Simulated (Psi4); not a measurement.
OY (SMILES [O]=[Y]), doublet, geometry from GFN2-xTB (such geometries of metal compounds can be far from the true shape) (core potentials on Y); PBE/def2-SVP (Psi4).

The Psi4 input:
```
memory 2 GB

molecule mol {
0 2
  Y    -0.000000   -0.000000   -0.320924
  O     0.000000    0.000000    1.564505
}

set basis def2-svp
set reference uks
set dft_nuclear_scheme stratmann

energy('pbe')
print_variables()
```

### Question
Write the output that Psi4 gives for this input, abridged.

### Answer

```
   => Loading Basis Set <=

    Name: DEF2-SVP
    Role: ORBITAL
    Keyword: BASIS

    !!!  WARNING: ECP capability is in beta. Please check occupations closely.  !!!

         ---------------------------------------------------------
                                   SCF
               by Justin Turney, Rob Parrish, Andy Simmonett
                          and Daniel G. A. Smith
                              UKS Reference
         ---------------------------------------------------------

  ==> Geometry <==

    Molecular point group: c2v
    Full point group: C_inf_v

    Geometry (in Angstrom), charge = 0, multiplicity = 2:

       Center              X                  Y                   Z               Mass
    ------------   -----------------  -----------------  -----------------  -----------------
         Y            0.000000000000     0.000000000000    -0.287483878447    88.905840300000
         O            0.000000000000     0.000000000000     1.597945121553    15.994914619570

  Running in c2v symmetry.

  Rotational constants: A = ************  B =      0.34982  C =      0.34982 [cm^-1]
  Rotational constants: A = ************  B =  10487.28886  C =  10487.28886 [MHz]
  Nuclear repulsion =   24.698673107796690

  Charge       = 0
  Multiplicity = 2
  Electrons    = 19
  Nalpha       = 10
  Nbeta        = 9

  ==> Algorithm <==

  SCF Algorithm Type is DF.
  DIIS enabled.
  MOM disabled.
  Fractional occupation disabled.
  Guess Type is SAD.
  Energy threshold   = 1.00e-06
  Density threshold  = 1.00e-06
  Integral threshold = 1.00e-12

  ==> Primary Basis <==

  Basis Set: DEF2-SVP
    Blend: DEF2-SVP
    Number of shells: 17
    Number of basis functions: 45
    Number of Cartesian functions: 51
    Spherical Harmonics?: true
    Max angular momentum: 3

  Core potential: DEF2-SVP
    Number of shells: 4
    Number of ECP primitives: 14
    Number of ECP core electrons: 28
    Max angular momentum: 3

  ==> DFT Potential <==

   => LibXC <=

    Version 7.1.2
    S. Lehtola, C. Steigemann, M. J. T. Oliveira, and M. A. L. Marques,  SoftwareX 7, 1–5 (2018) (10.1016/j.softx.2017.11.002)

   => Composite Functional: PBE <=

    PBE GGA Exchange-Correlation Functional

    J.P. Perdew et. al., Phys. Rev. Lett., 77(18), 3865-3868, 1996

    Deriv               =              1
    GGA                 =           TRUE
    Meta                =          FALSE

    Exchange Hybrid     =          FALSE
    MP2 Hybrid          =          FALSE

   => Exchange Functionals <=

    1.0000     XC_GGA_X_PBE

   => Correlation Functionals <=

    1.0000     XC_GGA_C_PBE

   => LibXC Density Thresholds  <==

    XC_GGA_C_PBE:  1.00E-12
    XC_GGA_X_PBE:  1.00E-15

   => Molecular Quadrature <=

    Radial Scheme          =       TREUTLER
    Pruning Scheme         =           NONE
    Nuclear Scheme         =      STRATMANN

    Blocking Scheme        =         OCTREE
    BS radius alpha        =              1
    Pruning alpha          =              1
    Radial Points          =             75
    Spherical Points       =            302
    Total Points           =          41334
    Total Blocks           =            396
    Max Points             =            253
    Max Functions          =             45
    Weights Tolerance      =       1.00E-15

   => Loading Basis Set <=

    Name: (DEF2-SVP AUX)
    Role: JKFIT
    Keyword: DF_BASIS_SCF

  ==> Integral Setup <==

  SCF_SUBTYPE=INCORE selected. In-core MEM_DF algorithm will be used.
  Using in-core AOs.

  ==> MemDFJK: Density-Fitted J/K Matrices <==

    J tasked:                   Yes
    K tasked:                    No
    wK tasked:                   No
    Algorithm:                 Core
    Schwarz Cutoff:           1E-12
    Mask sparsity (%):       0.0000
    Fitting Condition:        1E-10

   => Auxiliary Basis Set <=

  Basis Set: (DEF2-SVP AUX)
    Blend: DEF2-UNIVERSAL-JKFIT
    Number of shells: 74
    Number of basis functions: 332
    Number of Cartesian functions: 477
    Spherical Harmonics?: true
    Max angular momentum: 6

  Minimum eigenvalue in the overlap matrix is 2.1481807469E-02.
  Reciprocal condition number of the overlap matrix is 6.2607177468E-03.
    Using symmetric orthogonalization.

  ==> Pre-Iterations <==

  SCF Guess: Superposition of Atomic Densities via on-the-fly atomic UHF (no occupation information).

   -------------------------
    Irrep   Nso     Nmo
   -------------------------
     A1        21      21
     A2         4       4
     B1        10      10
     B2        10      10
   -------------------------
    Total      45      45
   -------------------------

  ==> Iterations <==

                           Total Energy        Delta E     RMS |[F,P]|

   @DF-UKS iter SAD:  -112.95489060856211   -1.12955e+02   0.00000e+00
    Occupation by irrep:
             A1    A2    B1    B2
    DOCC [     6,    1,    1,    1 ]
    SOCC [     0,    0,    0,    1 ]
    NA   [     6,    1,    1,    2 ]
    NB   [     6,    1,    1,    1 ]

   @DF-UKS iter   1:  -112.88132700517281    7.35636e-02   4.15225e-02 DIIS/ADIIS
    Occupation by irrep:
             A1    A2    B1    B2
    DOCC [     5,    0,    2,    2 ]
    SOCC [     1,    0,    0,    0 ]
    NA   [     6,    0,    2,    2 ]
    NB   [     5,    0,    2,    2 ]

   @DF-UKS iter   2:  -103.02114963232680    9.86018e+00   1.17885e-01 ADIIS
   @DF-UKS iter   3:  -111.60879452051354   -8.58764e+00   7.45524e-02 DIIS/ADIIS
   @DF-UKS iter   4:  -113.40350472696227   -1.79471e+00   4.67752e-03 DIIS/ADIIS
   @DF-UKS iter   5:  -113.38484286890393    1.86619e-02   8.98788e-03 DIIS/ADIIS
   @DF-UKS iter   6:  -113.40821504860709   -2.33722e-02   2.85808e-03 DIIS/ADIIS
   @DF-UKS iter   7:  -113.41075982790824   -2.54478e-03   7.97993e-04 DIIS/ADIIS
   @DF-UKS iter   8:  -113.41094432153068   -1.84494e-04   1.78180e-04 DIIS/ADIIS
   @DF-UKS iter   9:  -113.41095357954893   -9.25802e-06   8.09919e-06 DIIS
   @DF-UKS iter  10:  -113.41095363083789   -5.12890e-08   4.65225e-06 DIIS
   @DF-UKS iter  11:  -113.41095363989294   -9.05504e-09   1.68687e-06 DIIS
   @DF-UKS iter  12:  -113.41095364110383   -1.21089e-09   2.21281e-07 DIIS
  Energy and wave function converged.

  ==> Post-Iterations <==

   Electrons on quadrature grid:
      Nalpha   =    9.9999986347 ; deviation = -1.365e-06
      Nbeta    =    8.9999985242 ; deviation = -1.476e-06
      Ntotal   =   18.9999971590 ; deviation = -2.841e-06

   @Spin Contamination Metric:   2.601987102E-03
   @S^2 Expected:                7.500000000E-01
   @S^2 Observed:                7.526019871E-01
   @S   Expected:                5.000000000E-01
   @S   Observed:                5.000000000E-01

    Orbital Energies [Eh]
    ---------------------

    Alpha Occupied:

[...]
       6A1    -0.147679

    Alpha Virtual:

[...]
    Beta Occupied:

[...]
    Beta Virtual:

[...]
    Final Occupation by Irrep:
             A1    A2    B1    B2
    DOCC [     5,    0,    2,    2 ]
    SOCC [     1,    0,    0,    0 ]
    NA   [     6,    0,    2,    2 ]
    NB   [     5,    0,    2,    2 ]

  @DF-UKS Final Energy:  -113.41095364110383

   => Energetics <=

    Nuclear Repulsion Energy =             24.6986731077966901
    One-Electron Energy =                -216.8509819563041674
    Two-Electron Energy =                  92.2746748367146381
    DFT Exchange-Correlation Energy =     -13.5333196293109754
    Empirical Dispersion Energy =           0.0000000000000000
    VV10 Nonlocal Energy =                  0.0000000000000000
    Total Energy =                       -113.4109536411038306

  UHF NO Occupations:
  HONO-2 :    2 B1 1.9995789
  HONO-1 :    2 B2 1.9995789
  HONO-0 :    6 A1 1.0000000
  LUNO+0 :    3 B2 0.0004211
  LUNO+1 :    3 B1 0.0004211
  LUNO+2 :    7 A1 0.0004124
  LUNO+3 :    4 B2 0.0000213

Computation Completed

Properties will be evaluated at   0.000000,   0.000000,   0.000000 [a0]

Properties computed using the SCF density matrix

 Multipole Moments:

 ------------------------------------------------------------------------------------
     Multipole            Electronic (a.u.)      Nuclear  (a.u.)        Total (a.u.)
 ------------------------------------------------------------------------------------

 L = 1.  Multiply by 2.5417464519 to convert [e a0] to [Debye]
 Dipole X            :          0.0000000            0.0000000            0.0000000
 Dipole Y            :          0.0000000            0.0000000            0.0000000
 Dipole Z            :        -20.0923511           18.1815054           -1.9108457
 Magnitude           :                                                    1.9108457

 ------------------------------------------------------------------------------------

  Variable Map:
  ----------------------------------------------------------------------------
[...]
  Array Variable Map:
  ----------------------------------------------------------------------------
[...]
[...]
```
